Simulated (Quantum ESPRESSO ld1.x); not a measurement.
Results of a calculation; reference values are marked as such.
Problem. Coherent X-ray form factor from a spherical all-electron density. Level of theory: Dirac Kohn-Sham, PW91, spin-unpolarised, spherical densities, point nucleus (ld1.x of Quantum ESPRESSO 7.5).

sin(theta)/lambda (1/angstrom),f0 (electrons)
0.05,47.457
0.1,45.935
0.15,43.703
0.2,41.079
0.25,38.329
0.3,35.634
0.4,30.757
0.5,26.759
0.6,23.639
0.8,19.432
1,16.690
1.25,13.874
1.5,11.336
2,7.653

The species is in the configuration that NIST lists as its ground one. Which atom or ion scatters so?

Solution. The antimony ion Sb3+, [Kr] 4d10 5s2. Extrapolating in s^2 from the first two rows gives f0(0) = 48.0, near the electron count 48; among species with that count, the fall with angle is slower the higher Z, and the table is that of Z = 51; from so few rows the species is fixed only to a neighbour or two.
